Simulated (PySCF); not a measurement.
**Structure from 2D NMR**

Compound of formula C$_{4}$H$_{14}$O$_{2}$Si$_{3}$. Correlations simulated from computed shifts and the bond graph:

HSQC (one-bond C–H):
```csv
δH,δC
3.49,47.7
2.05,25.7
1.86,25.7
```

COSY cross peaks (H two or three bonds apart, from the bond graph; peaks can be absent where the dihedral angle is near 90°):
```csv
δH,δH
4.38,4.24
4.38,2.05
4.38,1.86
4.24,2.05
4.24,1.86
4.00,3.49
2.05,1.86
```

HMBC (two and three bonds, from the bond graph):
```csv
δH,δC
4.77,104.2
4.38,"104.2, 25.7"
4.24,"104.2, 25.7"
4.00,47.7
3.49,104.2
2.05,"104.2, 25.7"
1.86,"104.2, 25.7"
```

Carbons without hydrogens: δ 104.2.

PySCF 2.14.0 with density-fitted response routines calculation with GFN2-xTB structure and shieldings: GIAO PBE0/pcSseg-1; non-relativistic Hamiltonian, single conformer, gas phase, averaged over atoms made equivalent by symmetry, fast rotation or ring inversion.

δ = σ(ref) − σ, references computed at the same level: 1H, 13C vs TMS.

Exchangeable hydrogens are left out of these lists.

**Question.** Which molecule is this?

**Answer.** `[SiH3]COC1(O[SiH3])C[SiH2]C1`.

Mapped SMILES: `[SiH3:1][CH2:2][O:3][C:4]1([O:5][SiH3:6])[CH2:7][SiH2:8][CH2:9]1`. Each H is labelled by its parent atom.

- δC 104.2 is C4, an sp3 carbon bearing two oxygens.
- δC 47.7 is C2, an sp3 CH2 bonded to O and Si (δH 3.49).
- δC 25.7 is C7/C9, an sp3 CH2 bonded to Si (δH 1.86, 2.05).
- HMBC from δH 4.77 reaches the proton-free carbon C4.
- HMBC from δH 4.38 reaches the proton-free carbon C4.
- HMBC from δH 4.24 reaches the proton-free carbon C4.
- HMBC from δH 3.49 reaches the proton-free carbon C4.
- COSY links 4.38–4.24, 4.38–2.05, 4.38–1.86, 4.24–2.05, 4.24–1.86, 4.00–3.49.

The shifts were computed for this structure.

Shifts are as computed. Against solution values, carbons near 30 ppm lie about +3 ppm off and those near 130 ppm about +5 ppm. Of 1309 compounds with measured shifts, 239 miss one by over three times the rms of a fit or turn the order of signals round; such compounds aren't used in these exercises.
